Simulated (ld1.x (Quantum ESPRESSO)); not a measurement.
Configuration tests for I (Z = 53) (TM)

I, norm-conserving Troullier–Martins (Kleinman–Bylander form), made with ld1.x (Quantum ESPRESSO) 7.5 (PBE, scalar-relativistic). Core [Kr] 4d10, reference 5s2 5p5. Waves: 5p (bound): rc 1.45 bohr; 5d channel at -0.1 Ry: rc 1.10 bohr; 5s (bound): rc 1.35 bohr. Local part: the s channel. Core correction: none.

Energies are relative to the spin-unpolarised reference configuration 5s2 5p5; without spin polarisation the order of configurations can differ from experiment. The frozen-core shift is the all-electron ΔE with the core orbitals held at their reference shape minus the fully relaxed ΔE.

```csv
valence configuration,charge,ΔE all-electron (eV),error AE − PS (meV),frozen-core shift (meV)
5s2 5p3,+2,30.977,-21,+33
5s2 5p5.3,-0.3,-1.783,+0.3,-0.2
5s2 5p1,+4,99.731,-68,+285
5s2 5p4.5,+0.5,4.532,-1.5,+1.6
5s1 5p6,0,10.414,+18,+7.3
```

What are ΔE and the potential's error for 5s2 5p2?

ΔE = 60.305 eV all-electron; the error (AE − PS) is -48 meV.

What are ΔE and the potential's error for 5s2 5p4?

ΔE = 11.131 eV all-electron; the error (AE − PS) is -5.0 meV.

A variational frozen-core shift is positive and of second order in the change. This column holds negative values, so the frozen-core run of ld1.x carries numerical noise or an error of first order here, and the column gives no more than the rough size of the effect.

Note: ghost state, extra bound levels that the all-electron valence spectrum of the same l lacks: p at -193.8 eV. A true bound ghost makes a file unfit for plane-wave use.
